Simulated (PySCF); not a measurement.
# Computed properties of H₄OSiZn, SMILES [SiH3][O][ZnH]

H₄OSiZn, SMILES [SiH3][O][ZnH]. Geometry: B3LYP-D3(BJ)/def2-SVP. The values are those of a single conformer. All values are computed for the isolated molecule unless a solvent is named; none is compared with measurement here.

**Structure.** The optimised structure has Cs symmetry. All 15 harmonic modes at B3LYP-D3(BJ)/def2-SVP (PySCF) are real, so it is a minimum. With heavy atoms numbered as in [ZnH:1][O:3][SiH3:4], the shortest bond between them is O3–Si4 at 1.641 Å and the longest Zn1–O3 at 1.772 Å.

**Vibrations.** The strongest infrared lines (harmonic, unscaled, degenerate partners summed) lie at 1028 cm⁻¹ (391 km/mol, H 90 %, Si 10 %), 1051 cm⁻¹ (372 km/mol, O 78 %, Si 17 %), 2170 cm⁻¹ (215 km/mol, H 96 %). The softest mode is at 31 cm⁻¹ and the zero-point energy is 22.1 kcal/mol.

**Electronic structure.** M06-2X/def2-TZVPD (PySCF) places the frontier levels at -9.60 and -0.36 eV, a gap of 9.24 eV, and gives a dipole moment of 1.61 D and a mean polarisability of 54.1 bohr³.

**Excitations.** TDA-ωB97X/def2-SVPD (PySCF) has S1 at 6.68 eV (186 nm, f = 0.006, weak); the most intense of the 10 singlets computed lies at 8.24 eV (f = 0.17). T1 (TDA) is at 6.43 eV, 0.25 eV under S1. No vertical singlet excitation falls in the visible range (under 3.1 eV).

**NMR.** GIAO shifts at B3LYP/pcSseg-1 (PySCF) (non-relativistic, atoms alike by connectivity averaged): ¹H from 3.9 to 5.3 ppm against TMS; ²⁹Si at -46.2 ppm against TMS.
